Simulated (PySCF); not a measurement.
Species: C3H8Cl2O2Si.
Bonds: C1–O2, O2–Si3, Si3–O4, O4–C5, C5–C6, C6–Cl7, C6–Cl8. Hydrogens: H9, H10, H11 on C1; H12, H13 on Si3; H14, H15 on C5; H16 on C6.

Method: PBE0-D3(BJ)/def2-SVP geometry optimisation, gas phase in PySCF 2.14.0.

Task: Give the optimised bond lengths and angles.

Result: 
| bond | length (Å) |
| --- | --- |
| C1–O2 | 1.401 |
| O2–Si3 | 1.651 |
| Si3–O4 | 1.670 |
| O4–C5 | 1.387 |
| C5–C6 | 1.519 |
| C6–Cl7, C6–Cl8 | 1.778 |
| C1–H9, C1–H10, C1–H11 | 1.103 |
| Si3–H12, Si3–H13 | 1.487 |
| C5–H14, C5–H15 | 1.104 |
| C6–H16 | 1.097 |

Bonds in one row agree within 0.01 Å and their mean is given. A selection of angles:
| angle | degrees |
| --- | --- |
| O2–C1–H9 | 111.0 |
| O2–C1–H10 | 109.1 |
| H9–C1–H10 | 108.5 |
| C1–O2–Si3 | 128.9 |
| O2–Si3–O4 | 110.5 |
| O2–Si3–H12 | 108.6 |
| O4–Si3–H12 | 105.2 |
| O4–Si3–H13 | 111.1 |
| H12–Si3–H13 | 111.5 |
| Si3–O4–C5 | 127.9 |
| O4–C5–C6 | 111.2 |
| O4–C5–H14 | 109.2 |
| O4–C5–H15 | 112.7 |
| C6–C5–H14 | 106.9 |
| C6–C5–H15 | 108.6 |
| H14–C5–H15 | 107.9 |
| C5–C6–Cl7 | 110.7 |
| C5–C6–Cl8 | 109.5 |
| C5–C6–H16 | 111.3 |
| Cl7–C6–Cl8 | 111.1 |
| Cl7–C6–H16 | 106.3 |
| Cl8–C6–H16 | 107.9 |

Torsions: C1–O2–Si3–O4 103° (anticlinal); O2–Si3–O4–C5 -19° (synperiplanar); Si3–O4–C5–C6 -96° (anticlinal); O4–C5–C6–Cl7 63° (synclinal). The mirror-image conformer, all signs reversed, is as good.

Of the pairs four or more bonds apart, Si3···Cl7 is among the closest relative to their van der Waals radii: 3.48 Å, 90 % of the sum of Bondi's values. Si3 (oxygen-bound silicon) is distorted tetrahedral (angles from 105.2° to 111.5°).

Point group: C1 (no symmetry element, even within 0.4 Å). No PBE0-D3(BJ)/def2-SVP frequencies stand behind this structure, so it isn't proved a minimum. The numbers are those of one conformer.
